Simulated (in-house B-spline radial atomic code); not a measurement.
## RPBE excitations of N5+

Method: RPBE. Computed with an all-electron radial atomic-structure program (B-spline basis): linear response of the closed shell 1s2 with the functional's adiabatic kernel; scalar-relativistic (spin-free one-electron X2C), finite nucleus, no spin-orbit coupling, no double excitations, S, P, D and F terms only.

Command:
```bash
python run_td.py task.json out
```
Settings (radii: box in bohr, nucleus in fm):
```
Z                        7
electrons                2
configuration            1s2
hamiltonian              x2c
method                   rpbe,pbe
box_radius               16.35
rms_radius               2.5582
intervals                73
```

Cost of the run: 0.3 s on 1 thread of Arm Neoverse N1 (shared host).

The lowest states, in the order of their Tamm-Dancoff energies; the method's threshold (minus the highest occupied level) is 511.77 eV. Labels give the largest channel, * marks a mixed state, and oscillator strengths are full-response dipole values. Semilocal kernels can invert the small singlet-triplet splittings of Rydberg terms. Energies in eV:

| state | full response | Tamm-Dancoff | oscillator strength |
| --- | --- | --- | --- |
| 1s → 2s 3S | ? | ? | - |
| 1s → 2s 1S | 410.83 | 410.95 | - |
| 1s → 2p 3P | 412.19 | 412.22 | - |
| 1s → 2p 1P | 416.24 | 416.27 | 0.594 |
| 1s → 3s 3S | ? | ? | - |
| 1s → 3s 1S | 469.96 | 469.99 | - |
| 1s → 3p 3P | 470.83 | 470.83 | - |
| 1s → 3p 1P | 471.80 | 471.81 | 0.117 |
| 1s → 3d 3D | 472.83 | 472.83 | - |
| 1s → 3d 1D | 472.86 | 472.86 | - |

**Question.** Where does 1s → 3s 3S lie?

**Answer.** At 468.53 eV in full response, 468.53 eV in Tamm-Dancoff.

**Question.** Where does 1s → 2s 3S lie?

**Answer.** At 404.67 eV in full response, 404.68 eV in Tamm-Dancoff.

**Question.** How large is the singlet-triplet splitting of 1s → 2s (S terms) in Tamm-Dancoff?

**Answer.** 6.26 eV, from the unrounded values.

**Question.** What polarisabilities and dispersion coefficient does the method give?

**Answer.** Dipole 0.004774 bohr³, quadrupole 0.0004087 bohr⁵, C6 0.0003115 hartree·bohr⁶ for two such species.
